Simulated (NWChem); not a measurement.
System meant: SiH4SeO2; SMILES O[Se]O[SiH3]

Here is an NWChem input.

```
start job
memory heap 200 mb stack 900 mb global 1100 mb
geometry units angstroms noautoz
  Se     0.265585    -0.881585     0.390803
  O     -1.373888    -1.345872    -0.237203
  H     -2.022864    -0.873037     0.324467
  O      0.601395     0.665113    -0.546633
  Si    -0.075405     2.080794     0.121151
  H     -1.559578     1.912355     0.323172
  H      0.182182     3.165758    -0.882543
  H      0.559259     2.426612     1.440115
end
basis spherical
  Se library def2-svp
  O library def2-svp
  H library def2-svp
  Si library def2-svp
end
dft
  xc b3lyp
  iterations 4
  mulliken
end
task dft energy
```

End of the output:

```
    Atom       Charge   Shell Charges
 -----------   ------   -------------------------------------------------------
    1 Se  34    33.58   2.00  2.00  1.96  1.14  0.66  5.99  5.79  1.91  1.83  7.84  2.04  0.42
    2 O    8     8.23   1.97  0.93  0.66  2.64  2.01  0.02
    3 H    1     0.92   0.56  0.19  0.18
    4 O    8     8.42   1.97  0.97  0.67  2.70  2.10  0.01
    5 Si  14    13.51   2.00  1.93  0.67  0.35  5.81  1.24  1.10  0.40
    6 H    1     1.12   0.65  0.44  0.02
    7 H    1     1.10   0.65  0.43  0.02
    8 H    1     1.11   0.65  0.43  0.02

 center of mass
 --------------
 x =   0.09240489 y =  -0.21071676 z =  -0.01062818

 moments of inertia (a.u.)
 ------------------
         906.989016460752           0.000000000000           0.000000000000
           0.000000000000         227.690599859888           0.000000000000
           0.000000000000           0.000000000000        1032.243058474955

     Multipole analysis of the density
     ---------------------------------

     L   x y z        total         alpha         beta         nuclear
     -   - - -        -----         -----         ----         -------
     0   0 0 0      0.000000    -34.000000    -34.000000     68.000000

     1   1 0 0     -0.219922     -0.109961     -0.109961     -0.000000
     1   0 1 0      0.127739      0.063870      0.063870      0.000000
     1   0 0 1      0.917725      0.458863      0.458863      0.000000

     2   2 0 0    -31.049623    -64.310786    -64.310786     97.571950
     2   1 1 0     -1.069811     -3.245285     -3.245285      5.420758
     2   1 0 1     -1.098346      0.688801      0.688801     -2.475949
     2   0 2 0    -32.159759   -242.052576   -242.052576    451.945394
     2   0 1 1     -1.088415     -2.638622     -2.638622      4.188829
     2   0 0 2    -34.177697    -32.620265    -32.620265     31.062832

 ------------------------------------------------------------------------
 dft energy failed                                                                                  0
 ------------------------------------------------------------------------
 ------------------------------------------------------------------------
  current input line :
    24: task dft energy
 ------------------------------------------------------------------------
 ------------------------------------------------------------------------
 This type of error is most commonly associated with calculations not reaching convergence criteria
 ------------------------------------------------------------------------
 For more information see the NWChem manual at https://nwchemgit.github.io

0:dft energy failed:Received an Error in Communication
```

Find the fault in this run and fix the input.

The run did not converge; its last values are not results. Cause: the SCF was allowed too few iterations. This input runs:
```
start job
memory heap 200 mb stack 900 mb global 1100 mb
geometry units angstroms noautoz
  Se     0.265585    -0.881585     0.390803
  O     -1.373888    -1.345872    -0.237203
  H     -2.022864    -0.873037     0.324467
  O      0.601395     0.665113    -0.546633
  Si    -0.075405     2.080794     0.121151
  H     -1.559578     1.912355     0.323172
  H      0.182182     3.165758    -0.882543
  H      0.559259     2.426612     1.440115
end
basis spherical
  Se library def2-svp
  O library def2-svp
  H library def2-svp
  Si library def2-svp
end
dft
  xc b3lyp
  iterations 150
  mulliken
end
task dft energy
```
It converges to -2843.43385 Ha (B3LYP/def2-SVP).
